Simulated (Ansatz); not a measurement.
Gas-phase electronic energies from Ansatz, PBE0-D4/def2-TZVP geometries. CCSD(T)/CBS is the MP2 limit (def2-TZVPP, def2-QZVPP) plus CCSD(T) − MP2 in def2-TZVPP, frozen cores. This one scheme is used for every species. DFT in def2-TZVPP. B3LYP here is the variant with VWN-RPA as its local correlation; programs differ in this. Each species was taken in one conformer, which may not be the lowest.

Consider the cleavage of the Si–B bond: `FB(F)[Si](Cl)(Cl)Cl` + `OB(O)O` → `OB(O)O[Si](Cl)(Cl)Cl` + `FBF`.

Task: Is it downhill or uphill in electronic energy at CCSD(T)/CBS, and by how much? (Best estimate.)

Result: Ansatz gave: Downhill: ΔE = -32.8 kcal/mol.

Task: What do these levels give: B3LYP-D4, B2PLYP, PBE0, HF/def2-TZVPP, CCSD(T)/def2-TZVPP, SCS-MP2/def2-QZVPP? (An estimate is asked.)

Result: The calculation gave: B3LYP-D4 -32.2, B2PLYP -32.5, PBE0 -28.3, HF/def2-TZVPP -36.9, CCSD(T)/def2-TZVPP -32.8, SCS-MP2/def2-QZVPP -34.6 kcal/mol.

Largest T1 diagnostic among the species: 0.013.

The D4 term adds −1.5 kcal/mol with B3LYP and −0.9 kcal/mol with PBE0; it sums over pairs of atoms, weighted by their polarisabilities, and B3LYP, whose exchange is more repulsive, gets the larger term. In def2-TZVPP, CCSD(T) changes the Hartree–Fock value by +4.2 kcal/mol (the triples alone add +0.5 kcal/mol) and MP2 by +2.5 kcal/mol.
